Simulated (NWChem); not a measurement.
Molecule: iminoborane (BNH2); SMILES B=N

Computed with NWChem. Geometry: optimised at PBE0-D3(BJ)/def2-TZVP.

Diagonal of the polarisability tensor at B3LYP/def2-TZVPD, 589 nm: 20.15, 31.30, 20.15 bohr³.

Task: Find the mean polarisability volume, the molar refraction, and the refractive index that an ideal gas of it would have at 273.15 K and 1 atm.

Result: 
1. Mean: one third of the trace = 23.87 bohr³ × 0.14818 Å³/bohr³ = 3.54 Å³.
2. Molar refraction (Lorentz-Lorenz): (4π/3) N_A α = 8.9 cm³/mol.
3. Number density p/kT = 2.687 × 10⁻⁵ Å⁻³; n − 1 = 2π N α = 5.97 × 10⁻⁴.
